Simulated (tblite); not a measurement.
A geometry optimisation, step by step.

Species: C₆H₉GeNS.
Atom-mapped SMILES: `[NH2:1][c:2]1[cH:3][cH:4][cH:5][c:6]([S:7][GeH3:8])[cH:9]1` (hydrogens: H10, H11 on N1; H12 on C3; H13 on C4; H14 on C5; H15, H16, H17 on Ge8; H18 on C9)

Computed with GFN2-xTB (tblite), gas phase: L-BFGS steps from a force-field or distance-geometry start until the largest atomic force falls under 0.01 eV/Å. 4 of its 108 geometries are shown.

Step 0: E = -694.4784 eV, largest atomic force 2.300 eV/Å
```
atom  x, y, z in Å  |  force x, y, z in eV/Å
N1     -2.802    0.921   -0.850   -0.367   0.013   0.033
C2     -1.728    0.142   -0.385   -1.299   0.715  -0.299
C3     -1.947   -0.742    0.674   -0.464  -0.073   0.120
C4     -0.913   -1.518    1.152   -0.487  -0.562   0.788
C5      0.339   -1.415    0.595    0.647  -0.310   0.037
C6      0.571   -0.540   -0.460    0.232  -0.173   0.800
S7      2.239   -0.489   -1.110    0.143   0.151  -0.455
Ge8     3.374    1.048    0.032   -0.147  -0.059   0.410
C9     -0.446    0.237   -0.945   -0.586   0.140   0.069
H10    -2.648    1.687   -1.545   -0.285  -1.317   1.086
H11    -3.787    0.732   -0.493    2.134   0.455  -0.727
H12    -2.938   -0.843    1.136    0.429   0.193  -0.347
H13    -1.121   -2.212    2.000    0.350   0.592  -0.790
H14     1.168   -2.016    0.950   -0.154   0.042   0.031
H15     2.389    1.857    0.927    0.415  -0.212  -0.390
H16     4.332    0.271    0.994   -0.277   0.456  -0.422
H17     4.179    1.978   -0.930   -0.344  -0.414   0.459
H18    -0.268    0.909   -1.753    0.060   0.364  -0.403
```

Step 36: E = -694.8725 eV, largest atomic force 0.130 eV/Å
```
atom  x, y, z in Å  |  force x, y, z in eV/Å
N1     -2.708    1.040   -0.737   -0.071  -0.065   0.087
C2     -1.707    0.182   -0.347    0.020  -0.008   0.001
C3     -1.903   -0.729    0.691    0.029   0.021   0.002
C4     -0.848   -1.486    1.160   -0.004   0.006   0.044
C5      0.412   -1.390    0.591   -0.006   0.020   0.017
C6      0.597   -0.517   -0.468   -0.030  -0.005   0.007
S7      2.176   -0.422   -1.316    0.031  -0.009  -0.017
Ge8     3.220    0.953    0.049    0.013   0.026   0.005
C9     -0.443    0.263   -0.932    0.008   0.049  -0.030
H10    -2.614    1.469   -1.639   -0.007   0.043  -0.092
H11    -3.649    0.798   -0.469    0.058  -0.007  -0.042
H12    -2.887   -0.833    1.125    0.022   0.032   0.054
H13    -1.007   -2.156    1.991    0.004  -0.068  -0.013
H14     1.233   -1.985    0.958    0.018  -0.025  -0.016
H15     2.193    1.762    0.783    0.015   0.001   0.039
H16     4.096    0.234    1.044   -0.064   0.014   0.000
H17     4.101    1.880   -0.742   -0.028  -0.058  -0.005
H18    -0.271    0.943   -1.752   -0.008   0.033  -0.043
```

Step 71: E = -694.8976 eV, largest atomic force 0.115 eV/Å
```
atom  x, y, z in Å  |  force x, y, z in eV/Å
N1     -2.717    1.014   -0.718    0.006   0.000   0.016
C2     -1.679    0.190   -0.351   -0.020  -0.013   0.021
C3     -1.802   -0.665    0.749   -0.004  -0.015  -0.042
C4     -0.731   -1.435    1.161    0.000   0.051   0.008
C5      0.484   -1.366    0.497   -0.012   0.028   0.029
C6      0.608   -0.506   -0.583   -0.050  -0.011   0.002
S7      2.170   -0.342   -1.442    0.074   0.026   0.011
Ge8     3.094    0.917    0.110    0.091  -0.055  -0.045
C9     -0.456    0.258   -1.020   -0.040  -0.013   0.030
H10    -2.678    1.403   -1.644   -0.023   0.018  -0.033
H11    -3.637    0.769   -0.390    0.005  -0.016  -0.017
H12    -2.749   -0.720    1.268    0.057   0.006   0.004
H13    -0.838   -2.082    2.020    0.005  -0.007  -0.074
H14     1.324   -1.971    0.805   -0.002   0.009   0.009
H15     2.079    1.877    0.656   -0.006   0.014  -0.013
H16     3.614    0.086    1.256   -0.015   0.038  -0.017
H17     4.238    1.671   -0.508   -0.032  -0.041   0.038
H18    -0.332    0.907   -1.877   -0.035  -0.021   0.073
```

Step 107: E = -694.9176 eV, largest atomic force 0.010 eV/Å
```
atom  x, y, z in Å  |  force x, y, z in eV/Å
N1     -2.825    0.939   -0.712   -0.003   0.001  -0.002
C2     -1.742    0.174   -0.342   -0.003  -0.001  -0.003
C3     -1.825   -0.711    0.735    0.000   0.002   0.003
C4     -0.713   -1.419    1.145    0.001  -0.001   0.000
C5      0.501   -1.268    0.498    0.002   0.002  -0.003
C6      0.585   -0.389   -0.570    0.003  -0.002  -0.005
S7      2.131   -0.198   -1.461   -0.004   0.002   0.002
Ge8     3.195    0.895    0.118    0.006   0.003  -0.006
C9     -0.517    0.325   -0.994    0.000   0.003   0.002
H10    -2.793    1.355   -1.628   -0.002  -0.007  -0.002
H11    -3.733    0.608   -0.428    0.009   0.001   0.004
H12    -2.769   -0.835    1.245    0.001   0.001   0.001
H13    -0.791   -2.102    1.978   -0.008   0.000   0.002
H14     1.369   -1.836    0.803   -0.002   0.000  -0.001
H15     2.453    2.151    0.477    0.001   0.001   0.005
H16     3.341    0.073    1.367    0.003  -0.001   0.001
H17     4.552    1.246   -0.410    0.000   0.000   0.004
H18    -0.429    1.000   -1.833   -0.005   0.000  -0.002
```

Question: Summarise the path.

Answer: The energy falls by 42.38 kJ/mol from step 0 to step 107; nine tenths of that is first reached at step 38. It falls at every step. The largest force goes from 2.300 to 0.010 eV/Å. Among the bonds Ge8–H17 changes most, from 1.561 to 1.498 Å; the atoms move by 0.431 Å rms after alignment.

Question: Follow the three bonds and two angles with the largest change from start to end.

Answer: 
| step | E above end (kJ/mol) | largest force (eV/Å) | Ge8–H17 (Å) | Ge8–H16 (Å) | N1–H11 (Å) | C6–S7–Ge8 (°) | S7–Ge8–H16 (°) |
| --- | --- | --- | --- | --- | --- | --- | --- |
| 0 | 42.38 | 2.300 | 1.561 | 1.565 | 1.065 | 108.0 | 106.6 |
| 5 | 12.56 | 0.331 | 1.506 | 1.498 | 1.004 | 105.6 | 109.7 |
| 9 | 9.65 | 0.173 | 1.502 | 1.506 | 1.001 | 103.7 | 113.2 |
| 14 | 8.48 | 0.133 | 1.500 | 1.508 | 1.002 | 103.1 | 113.5 |
| 19 | 7.63 | 0.142 | 1.501 | 1.504 | 1.002 | 102.1 | 113.0 |
| 23 | 7.30 | 0.082 | 1.499 | 1.505 | 1.002 | 101.3 | 112.5 |
| 28 | 6.75 | 0.168 | 1.506 | 1.505 | 1.001 | 100.2 | 112.3 |
| 33 | 5.24 | 0.388 | 1.486 | 1.501 | 1.008 | 98.9 | 111.8 |
| 37 | 4.29 | 0.066 | 1.502 | 1.507 | 1.006 | 98.9 | 112.7 |
| 42 | 3.78 | 0.085 | 1.499 | 1.504 | 1.007 | 98.7 | 112.6 |
| 47 | 3.43 | 0.058 | 1.500 | 1.505 | 1.007 | 97.7 | 112.5 |
| 51 | 3.20 | 0.087 | 1.498 | 1.504 | 1.007 | 97.4 | 112.4 |
| 56 | 2.84 | 0.049 | 1.498 | 1.506 | 1.007 | 96.5 | 112.8 |
| 60 | 2.68 | 0.047 | 1.500 | 1.506 | 1.007 | 96.4 | 112.8 |
| 65 | 2.52 | 0.056 | 1.499 | 1.504 | 1.007 | 95.7 | 112.7 |
| 70 | 2.04 | 0.091 | 1.500 | 1.504 | 1.006 | 95.0 | 111.6 |
| 74 | 1.69 | 0.054 | 1.498 | 1.505 | 1.006 | 94.4 | 111.5 |
| 79 | 1.50 | 0.078 | 1.498 | 1.503 | 1.006 | 93.8 | 111.5 |
| 84 | 1.21 | 0.057 | 1.498 | 1.506 | 1.006 | 94.7 | 112.4 |
| 88 | 0.94 | 0.067 | 1.500 | 1.505 | 1.006 | 95.1 | 112.5 |
| 93 | 0.58 | 0.097 | 1.497 | 1.503 | 1.006 | 95.6 | 112.4 |
| 98 | 0.17 | 0.048 | 1.498 | 1.504 | 1.006 | 96.2 | 112.2 |
| 102 | 0.05 | 0.039 | 1.498 | 1.505 | 1.007 | 96.6 | 112.1 |
| 107 | 0.00 | 0.010 | 1.498 | 1.503 | 1.007 | 96.5 | 111.9 |

What follows is the cost of the whole relaxation. On one thread of an Arm Neoverse V2, no GPU (shared host), this took 0.82 s wall.
